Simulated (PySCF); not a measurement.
A structure optimised at PBE-D3(BJ)/def2-SVP, used in a PySCF frequency run:

```
C
C 1 1.3518
H 2 1.1033 1 122.38
H 2 1.1034 3 116.60 1 180.00
H 1 1.1034 2 118.76 3 0.00
B 1 1.5545 5 119.37 2 180.00
O 6 1.3582 1 121.18 5 -180.00
H 7 0.9748 6 112.65 1 180.00
Br 6 1.9581 7 119.08 8 0.00
```

Task: Write its SMILES, formula and point group.

Result: C=CB(O)Br, C2H4BBrO, Cs

Task: What are its rotational constants (standard atomic weights)?

Result: 7.5312, 1.5771, 1.3040 GHz
